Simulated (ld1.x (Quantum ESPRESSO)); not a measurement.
LDA (PZ) TM dataset for Cu (Z = 29), scalar-relativistic all-electron reference.

ld1.x (Quantum ESPRESSO) 7.5 input, shortened:

```
&input
   title='Cu', zed=29., rel=1, dft='PZ', iswitch=3,
   config='[Ar] 3d10 4s1 4p0'
 /
 &inputp
   pseudotype=2, tm=.true., lloc=0,
   nlcc=.false.
 /
3
3P  2  1   6.00   0.00  1.20  1.20  0.0
3D  3  2  10.00   0.00  1.25  1.25  0.0
3S  1  0   2.00   0.00  0.85  0.85  0.0
 &test
   configts(1)='3s2 3p6 3d10 4s1 4p0'
 /
```

Occupied shells without a wave of their own: 4s. They enter only through the test configuration that unscreens the potential.

All-electron outer shells of the reference configuration (LDA (PZ), scalar-relativistic, ld1.x):

```json
{"shell": "2s", "level (eV)": "-1060.41", "outermost node (bohr)": "0.07", "outermost maximum (bohr)": "0.20"}
{"shell": "2p", "level (eV)": "-916.44", "outermost node (bohr)": "–", "outermost maximum (bohr)": "0.16"}
{"shell": "3s", "level (eV)": "-114.15", "outermost node (bohr)": "0.29", "outermost maximum (bohr)": "0.61"}
{"shell": "3p", "level (eV)": "-72.03", "outermost node (bohr)": "0.26", "outermost maximum (bohr)": "0.62"}
{"shell": "3d", "level (eV)": "-5.32", "outermost node (bohr)": "–", "outermost maximum (bohr)": "0.60"}
{"shell": "4s", "level (eV)": "-4.87", "outermost node (bohr)": "0.89", "outermost maximum (bohr)": "2.24"}
{"shell": "4p", "level (eV)": "-0.79", "outermost node (bohr)": "0.98", "outermost maximum (bohr)": "3.52"}
```

Question: Does the generator finish with these settings?

Answer: Yes, a potential is produced.

Question: Estimate the cutoffs (Ry, on a coarse ladder) from which the occupation-weighted sum of valence levels, in a spherical-Bessel basis at the reference potential, stays within 10 and 1 mRy of its value at 400 Ry.

Answer: 230 Ry and over 300 Ry.

Question: What does a ghost test show?

Answer: No extra level below or beside the all-electron valence levels (p, d, s, f tested).

Question: Which valence shell sets the plane-wave cutoff?

Answer: 3s: its level needs 260 Ry to come within 1 mRy, against 160 Ry for 3d.

Question: Tests: 3s2 3p6 3d10 4s0 4p0; 3s2 3p6 3d9 4s0 4p0; 3s2 3p6 3d8 4s0 4p0; 3s2 3p6 3d9 4s1 4p0; 3s2 3p6 3d9 4s1 4p1; 3s2 3p6 3d10 4s0.5 4p0; 3s2 3p5 3d10 4s1 4p0. Which has the largest error in its energy relative to the reference configuration, and how large is it?

Answer: 3s2 3p6 3d8 4s0 4p0, with -405 meV (all-electron minus pseudo) on +69.49 eV.
